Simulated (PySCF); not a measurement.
Tetramethylborate, C₄H₁₂B (charge -1).
Structure used (PBE0-D3(BJ)/def2-TZVP), in Å, numbered top down from 1:
```
atom  x, y, z in Å
C1    -0.022   -1.252   -1.067
B2     0.000    0.001    0.000
C3     0.075    1.423   -0.824
C4    -1.370   -0.034    0.912
C5     1.315   -0.137    0.981
H6    -0.885   -1.203   -1.750
H7    -0.077   -2.229   -0.562
H8     0.878   -1.277   -1.701
H9     0.093    2.294   -0.151
H10   -0.789    1.562   -1.493
H11    0.975    1.494   -1.455
H12   -2.280    0.048    0.297
H13   -1.463   -0.968    1.488
H14   -1.407    0.791    1.641
H15    1.311   -1.079    1.551
H16    2.260   -0.113    0.417
H17    1.369    0.678    1.720
```

The closed-shell ground state was solved at several levels (PySCF, density fitting, gas phase, non-relativistic). Isolated species at its PBE0-D3(BJ)/def2-TZVP geometry, gas phase. No diffuse functions stand in pcSseg-2, which bears on an anion's orbital energies.

```csv
level,basis functions,total energy (Eh),HOMO (eV),LUMO (eV),gap (eV)
PBE0/pcSseg-2,348,-184.3747,-2.23,4.35,6.58
B97-2/pcSseg-2,348,-184.5486,-1.97,4.41,6.38
wB97X-D/pcSseg-2,348,-184.5616,-4.08,5.92,10.00
```

(1) Estimate the row for KT3/pcSseg-2, a basis of 348 functions; the other rows only guide the guess.

(2) Over all these levels, which gives the widest orbital gap and which the narrowest?

(3) In the pcSseg-2 basis, how does the gap go with the fixed share of exact exchange?

## Answers

(1) Total energy -187.6958 Eh, HOMO -1.10 eV, LUMO 3.60 eV, gap 4.70 eV.

(2) wB97X-D/pcSseg-2 (range-separated hybrid) has the widest, 10.00 eV, and KT3/pcSseg-2 (GGA) the narrowest, 4.70 eV. From the narrowest to the widest the HOMO moves by -2.98 eV and the LUMO by +2.32 eV.

(3) KT3 (0 %) 4.70 eV; B97-2 (21 %) 6.38 eV; PBE0 (25 %) 6.58 eV. Each rise in the share widens the gap here.

The pairwise dispersion term of wB97X-D wasn't added to the energies; at a given geometry it leaves orbitals and properties as they are.
